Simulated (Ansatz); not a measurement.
`[Li][I]` + H₂O → `[Li][OH]` + HI at 298.15 K and 1 bar (formal hydrolysis of a Li–I bond).

Gas-phase electronic energies from Ansatz, PBE0-D4/def2-TZVP geometries. CBS: MP2 limit from def2 TZ/QZ plus the TZ coupled-cluster correction, frozen cores. This one scheme is used for every species. def2 core potentials past Kr. For I, Li outer-core shells are correlated without core-valence functions, which leaves a few kJ/mol of doubt a bond.

```json
{"species": "`[Li][I]`", "CCSD(T)/CBS energy (Eh)": "-305.01891", "H − E (kJ/mol)": "12.3", "S (J/(mol·K))": "232.0"}
{"species": "H₂O", "CCSD(T)/CBS energy (Eh)": "-76.37941", "H − E (kJ/mol)": "66.4", "S (J/(mol·K))": "188.7"}
{"species": "`[Li][OH]`", "CCSD(T)/CBS energy (Eh)": "-83.31445", "H − E (kJ/mol)": "45.1", "S (J/(mol·K))": "208.8"}
{"species": "HI", "CCSD(T)/CBS energy (Eh)": "-298.03592", "H − E (kJ/mol)": "22.7", "S (J/(mol·K))": "206.5"}
```

H − E and S are ideal-gas, rigid-rotor, harmonic terms from PBE0-D4/def2-TZVP. 1 Eh = 2625.50 kJ/mol, R = 8.31446 J/(mol·K).

By hand: ΔE, ΔH, ΔS and ΔG.

ΔE = (-83.31445) + (-298.03592) − (-305.01891) − (-76.37941) = 0.04795 Eh = 125.9 kJ/mol. Δ(H − E) = 45.1 + 22.7 − 12.3 − 66.4 = -10.9, so ΔH = 115.0 kJ/mol. ΔS = 208.8 + 206.5 − 232.0 − 188.7 = -5.4 J/(mol·K). ΔG = 115.0 − 298.15 × (-5.4)/1000 = 116.6 kJ/mol.

By hand: the equilibrium constant, and the temperature at which ΔG would vanish if ΔH and ΔS stayed fixed.

log₁₀ K = −ΔG/(RT ln 10) = -20.4. ΔH and −TΔS have one sign here, so there is no such temperature.

The number of gas molecules stays the same, so ΔS is small and ΔH decides. A doubt of 5 kJ/mol in ΔE shifts log₁₀ K by 0.9 here. These are equilibria of isolated gas molecules and say nothing of rates. Largest T1 diagnostic: 0.013 (customary marks: 0.02 for closed shells, 0.045 for open ones).

ΔS is within the doubt of such terms, so its sign, and with it that verdict, could turn.
